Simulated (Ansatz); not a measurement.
A structure relaxed at PBE-D4/def2-SVP in Ansatz, charge -1, singlet:

Cartesian coordinates in Å:
```
P -0.021 -1.618 0.258
P -2.726 -0.298 1.659
P 2.015 -0.775 -0.120
P -0.633 -0.665 2.319
As 1.910 1.585 -0.134
As -1.109 1.406 1.266
As 1.130 -0.967 -2.306
As -1.626 -0.093 -0.621
As 1.062 1.426 -2.322
```

(1) Give its formula.

(2) Summarise the bond lengths by kind (pairs closer than 1.2 times the sum of covalent radii, bridged metal pairs left out).

Results:

(1) As₅P₄⁻.

(2) 6 × As–P 2.36 to 2.54 Å; 3 × As–As 2.35 to 2.46 Å; 3 × P–P 2.23 to 2.35 Å.

Another isomer (singlet) lies 1.31 eV lower at PBE0-D4/def2-TZVPD; other spin states weren't run for this one.
